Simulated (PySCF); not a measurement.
Compound: AsGeH6P.
Bonds: P1–Ge2, Ge2–As3. Hydrogens: H4, H5 on P1; H6, H7 on Ge2; H8, H9 on As3.

A GFN2-xTB structure was refined with PySCF 2.14.0, PBE0-D3(BJ)/def2-SVP geometry optimisation, gas phase. Its GFN2-xTB values:

```csv
coordinate,GFN2-xTB
P1–Ge2,2.348 Å
P1–H4,1.362 Å
Ge2–As3,2.424 Å
Ge2–H6,1.530 Å
As3–H8,1.503 Å
P1–Ge2–As3,120.6°
P1–Ge2–H6,107.0°
Ge2–P1–H4,93.2°
Ge2–As3–H8,89.5°
As3–Ge2–H6,110.1°
H4–P1–H5,92.8°
H6–Ge2–H7,100.1°
H8–As3–H9,89.1°
```

How do these coordinates change at the PBE0-D3(BJ)/def2-SVP level?

```csv
coordinate,PBE0-D3(BJ)/def2-SVP (Å or °),change
P1–H4,1.430,+0.068
As3–H8,1.526,+0.023
P1–Ge2,2.328,-0.020
Ge2–H6,1.542,+0.012
Ge2–As3,2.428,+0.004
H6–Ge2–H7,108.1,+8.0
P1–Ge2–As3,116.8,-3.8
H8–As3–H9,92.0,+2.9
Ge2–As3–H8,92.0,+2.5
As3–Ge2–H6,108.0,-2.1
P1–Ge2–H6,107.8,+0.8
Ge2–P1–H4,93.6,+0.4
H4–P1–H5,93.1,+0.3
```

The energy falls by 0.162 eV over 15 energy and gradient evaluations, the largest force component goes from 0.0340 to 2.7e-04 Eh/bohr, and the atoms move by 0.110 Å rms after alignment. The bond that changes most is P1–H4 (three-coordinate phosphorus to P–H hydrogen), which lengthens by 0.068 Å. Bonds longer at the end by more than 0.005 Å: 5 of 8; shorter: 1. Among the dihedrals that turn most is H4–P1–Ge2–H6, from -89° to -74°. Rotational constants go from 6719, 1156, 1014 to 6182, 1200, 1037 MHz.

The run used 112 basis functions and 83 SCF cycles in all. Time: 93 s; peak memory 0.48 GiB. Hardware: one thread of an Arm Neoverse V1, shared host with 32 logical CPUs at a one-minute load of 20.

Whether it is a minimum is left open (no frequencies). One conformer, not necessarily the lowest.
